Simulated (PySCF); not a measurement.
## How methods differ on the ionisation energy of Sr

Sr [Kr] 5s2 (1S) → Sr+ [Kr] 5s1 (2S), as a difference of total energies. Calculation: PySCF 2.14, in cc-pVDZ-X2C (6s5p3d, 36 functions); scalar relativity by spin-free X2C-1e. Correlated levels: valence: [Kr] frozen. The calculations carry no spin-orbit coupling.

| method | ionisation energy (eV) | error (eV) |
| --- | --- | --- |
| UHF | 4.752 | -0.943 |
| M06-2X | 5.931 | +0.236 |
| LDA | 5.906 | +0.211 |
| MP2 (valence) | 5.184 | -0.511 |
| SCS-MP2 (valence) | 5.270 | -0.425 |
| CCSD (valence) | 5.433 | -0.262 |

Reference: 5.695 eV (measured; NIST Atomic Spectra Database, ionization energies).

Errors of the correlated levels include the incompleteness of this basis and the frozen core.

With two correlated electrons CCSD is exact in that space.
